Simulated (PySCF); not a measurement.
This script is equivalent to a calculation on Sb³⁺ (antimony, charge +3).

```python
from pyscf import gto, scf, dft, mp, cc
import basis_set_exchange as bse
txt = bse.get_basis("cc-pVTZ-PP", elements=["Sb"], fmt="nwchem", header=False)
cut = txt.index("\nECP")
mol = gto.M(atom="Sb 0 0 0", charge=3, spin=0, symmetry="D2h",
            basis=gto.basis.parse(txt[:cut]),
            ecp={"Sb": gto.basis.parse_ecp(txt[cut:])})
mf = dft.UKS(mol, xc="R2SCAN")
mf.irrep_nelec = {'Ag': (4, 4), 'B1g': (1, 1), 'B2g': (1, 1), 'B3g': (1, 1), 'B1u': (1, 1), 'B2u': (1, 1), 'B3u': (1, 1)}
mf.kernel()
```

What total energy does it give?

-238.447 hartree (calculated).

Which occupied shell lies highest, and where?

5s, at -39.177 eV.

Energies and moments cover only the electrons outside the core potential.
